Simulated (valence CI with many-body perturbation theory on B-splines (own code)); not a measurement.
## E1 line list for Bi49+

Calculated by valence CI with perturbative core correlation (CI+MBPT): six valence electrons over a frozen Dirac-Fock core [Ar] 3d10, a basis of 9 s, 9 p, 8 d, 6 f, 3 g, 1 h functions for each j, with the one-electron correlation potential Σ1 (screened to all orders), the two-electron term Σ2, the three-electron term Σ3, Breit, model QED; selected single and double excitations, second order for the rest, scaled by the run's own slope (own B-spline code, finite nucleus).

The last digits are not significant, and no measured levels were compared; by estimate large intervals hold to a few tenths of a per cent, small ones and those within an open d or f shell to about a per cent. Among the levels kept, up to 630 cm⁻¹ of a level comes from second order outside the variational space, and about a tenth of that is noise between levels of different J, which matters for small intervals.

Lines 51 to 100 of 145 in falling wavelength, among levels below 433.51 eV, chosen from the strongest by gf and those to the six lowest levels. Wavelengths and rates use the calculated energies. Electric multipoles are in the length gauge with retardation, E1 and E2 with the static RPA response of the core. Weak lines are less certain than strong ones. Lines between different terms over intervals too small for the method are left out, as are lines whose strength nearly cancels. The highest levels of a list are the least certain.

Levels are named by their leading jj configuration (3d3/2^4 stands for four electrons in 3d with j = 3/2), which in mixed levels can hold well under half, so a name can repeat and another be missing. Letters in brackets count levels of one name in rising energy.

```tsv
λ vac (Å)	Upper	Lower	A (s⁻¹)	log gf	Branch %
113.1	(4s^2 4p1/2^2 4d3/2 4d5/2) J=1	(4s 4p1/2^2 4p3/2^3) J=1	6.35e+06	-4.44	0.0
106.2	(4s^2 4p1/2^2 4d3/2 4d5/2) J=3	(4s 4p1/2^2 4p3/2^3) J=2	3.40e+06	-4.40	0.0
101.2	(4s 4p1/2^2 4p3/2^3) J=2	(4s^2 4p1/2 4p3/2^3) J=2	1.48e+10	-0.94	1.8
99.96	(4s^2 4p1/2^2 4d3/2 4d5/2) J=1	(4s 4p1/2^2 4p3/2^3) J=2	7.35e+07	-3.48	0.0
97.07	(4s 4p1/2^2 4p3/2^3) J=2	(4s^2 4p1/2 4p3/2^3) J=1	1.92e+10	-0.87	2.3
95.55	(4s^2 4p1/2^2 4d3/2^2) J=2	(4s^2 4p1/2^2 4p3/2 4d5/2) J=1	9.65e+07	-3.18	0.2
92.34	(4s^2 4p1/2^2 4d3/2^2) J=2	(4s^2 4p1/2^2 4p3/2 4d5/2) J=3	2.51e+08	-2.79	0.5
90.52	(4s 4p1/2^2 4p3/2^3) J=1	(4s^2 4p1/2 4p3/2^3) J=2	4.69e+10	-0.76	3.3
88.29	(4s^2 4p1/2^2 4d3/2^2) J=0	(4s^2 4p1/2^2 4p3/2 4d5/2) J=1	9.21e+07	-3.97	0.1
87.21	(4s 4p1/2^2 4p3/2^3) J=1	(4s^2 4p1/2 4p3/2^3) J=1	1.06e+10	-1.44	0.7
84.26	(4s^2 4p1/2^2 4d3/2^2) J=2	(4s^2 4p1/2^2 4p3/2 4d5/2) J=2	7.00e+07	-3.43	0.1
70.65	(4s^2 4p1/2 4p3/2^2 4d3/2) J=2 [a]	(4s^2 4p1/2 4p3/2^3) J=2	4.20e+09	-1.80	33.5
70.65	(4s^2 4p1/2 4p3/2^2 4d3/2) J=1 [a]	(4s^2 4p1/2 4p3/2^3) J=2	1.43e+10	-1.49	10.7
70.51	(4s^2 4p1/2^2 4d3/2 4d5/2) J=3	(4s^2 4p1/2^2 4p3/2 4d5/2) J=3	6.34e+09	-1.48	2.2
70.45	(4s^2 4p1/2^2 4d3/2 4d5/2) J=2	(4s^2 4p1/2^2 4p3/2 4d5/2) J=1	8.18e+09	-1.52	2.4
69.43	(4s^2 4p1/2^2 4d3/2 4d5/2) J=1	(4s^2 4p1/2^2 4p3/2 4d5/2) J=1	4.36e+09	-2.02	1.1
69.06	(4s^2 4p1/2^2 4d3/2 4d5/2) J=4	(4s^2 4p1/2^2 4p3/2 4d5/2) J=3	3.69e+09	-1.62	2.1
69.05	(4s^2 4p1/2^2 4p3/2 4d3/2) J=1	(4s^2 4p1/2^2 4p3/2^2) J=0	9.90e+09	-1.67	24.8
68.87	(4s^2 4p1/2 4p3/2^2 4d3/2) J=3 [a]	(4s^2 4p1/2 4p3/2^3) J=2	4.29e+09	-1.67	10.8
68.69	(4s^2 4p1/2^2 4d3/2 4d5/2) J=2	(4s^2 4p1/2^2 4p3/2 4d5/2) J=3	9.31e+09	-1.48	2.7
68.62	(4s^2 4p1/2 4p3/2^2 4d3/2) J=2 [a]	(4s^2 4p1/2 4p3/2^3) J=1	7.76e+08	-2.56	6.2
68.62	(4s^2 4p1/2 4p3/2^2 4d3/2) J=1 [a]	(4s^2 4p1/2 4p3/2^3) J=1	4.45e+09	-2.03	3.3
68.39	(4s^2 4p1/2 4p3/2^2 4d3/2) J=0	(4s^2 4p1/2 4p3/2^3) J=1	3.03e+10	-1.67	99.9
67.11	(4s^2 4p1/2^2 4d3/2^2) J=2	(4s^2 4p1/2^2 4p3/2 4d3/2) J=3	1.45e+10	-1.31	28.0
66.87	(4s^2 4p1/2^2 4d3/2^2) J=2	(4s^2 4p1/2^2 4p3/2 4d3/2) J=1	1.88e+10	-1.20	36.4
66.67	(4s^2 4p1/2^2 4p3/2 4d3/2) J=2	(4s^2 4p1/2^2 4p3/2^2) J=2	1.77e+10	-1.23	100.0
65.70	(4s^2 4p1/2^2 4d3/2 4d5/2) J=3	(4s^2 4p1/2^2 4p3/2 4d5/2) J=2	1.40e+10	-1.20	5.0
65.43	(4s^2 4p1/2^2 4d3/2^2) J=2	(4s^2 4p1/2^2 4p3/2 4d3/2) J=2	1.80e+10	-1.24	34.8
65.24	(4s^2 4p1/2^2 4p3/2 4d3/2) J=1	(4s^2 4p1/2^2 4p3/2^2) J=2	3.00e+10	-1.24	75.2
65.01	(4s^2 4p1/2^2 4p3/2 4d3/2) J=3	(4s^2 4p1/2^2 4p3/2^2) J=2	2.11e+09	-2.03	100.0
64.80	(4s^2 4p1/2 4p3/2^2 4d3/2) J=2 [b]	(4s^2 4p1/2 4p3/2^3) J=2	4.22e+09	-1.88	2.3
64.47	(4s^2 4p1/2^2 4d3/2 4d5/2) J=3	(4s^2 4p1/2^2 4p3/2 4d5/2) J=4	1.07e+10	-1.33	3.8
64.12	(4s^2 4p1/2^2 4d3/2 4d5/2) J=2	(4s^2 4p1/2^2 4p3/2 4d5/2) J=2	3.46e+08	-2.97	0.1
63.27	(4s^2 4p1/2^2 4d3/2 4d5/2) J=1	(4s^2 4p1/2^2 4p3/2 4d5/2) J=2	2.11e+10	-1.42	5.2
63.25	(4s^2 4p1/2^2 4d3/2 4d5/2) J=4	(4s^2 4p1/2^2 4p3/2 4d5/2) J=4	2.94e+10	-0.80	16.8
63.23	(4s^2 4p1/2^2 4d3/2^2) J=0	(4s^2 4p1/2^2 4p3/2 4d3/2) J=1	6.80e+10	-1.39	99.9
63.09	(4s^2 4p1/2 4p3/2^2 4d3/2) J=2 [b]	(4s^2 4p1/2 4p3/2^3) J=1	5.29e+08	-2.80	0.3
61.54	(4s^2 4p1/2 4p3/2^2 4d3/2) J=3 [b]	(4s^2 4p1/2 4p3/2^3) J=2	2.60e+08	-2.99	0.0
61.14	(4s^2 4p1/2 4p3/2^2 4d3/2) J=2 [c]	(4s^2 4p1/2 4p3/2^3) J=2	1.49e+09	-2.38	0.0
60.72	(4s^2 4p1/2 4p3/2^2 4d3/2) J=1 [b]	(4s^2 4p1/2 4p3/2^3) J=2	4.69e+09	-2.11	0.1
59.61	(4s^2 4p1/2 4p3/2^2 4d3/2) J=2 [c]	(4s^2 4p1/2 4p3/2^3) J=1	1.22e+08	-3.49	0.0
59.21	(4s^2 4p1/2 4p3/2^2 4d3/2) J=1 [b]	(4s^2 4p1/2 4p3/2^3) J=1	9.88e+08	-2.81	0.0
58.36	(4s^2 4p1/2 4p3/2^2 4d5/2) J=3 [a]	(4s^2 4p1/2 4p3/2^3) J=2	1.16e+09	-2.38	1.9
58.23	(4s^2 4p1/2 4p3/2^2 4d3/2) J=1 [c]	(4s^2 4p1/2 4p3/2^3) J=2	1.84e+08	-3.55	0.0
56.84	(4s^2 4p1/2 4p3/2^2 4d3/2) J=1 [c]	(4s^2 4p1/2 4p3/2^3) J=1	3.18e+08	-3.33	0.0
56.11	(4s^2 4p1/2 4p3/2^2 4d5/2) J=1 [a]	(4s^2 4p1/2 4p3/2^3) J=2	8.04e+10	-0.94	40.6
54.83	(4s^2 4p1/2 4p3/2^2 4d5/2) J=1 [a]	(4s^2 4p1/2 4p3/2^3) J=1	4.30e+10	-1.24	21.7
54.78	(4s^2 4p1/2^2 4d3/2 4d5/2) J=3	(4s^2 4p1/2^2 4p3/2 4d3/2) J=3	6.17e+10	-0.71	21.8
54.67	(4s^2 4p1/2 4p3/2^2 4d5/2) J=0	(4s^2 4p1/2 4p3/2^3) J=1	1.12e+11	-1.30	100.0
54.30	(4s^2 4p1/2^2 4p3/2 4d5/2) J=2	(4s^2 4p1/2^2 4p3/2^2) J=2	1.98e+11	-0.36	100.0
```

How does gf follow from A for the line at 63.09 Å?

gf = 1.4992 × (2J+1)_upper × A / σ², with σ = 1585012 cm⁻¹ and 2J+1 = 5: gf = 0.00158.
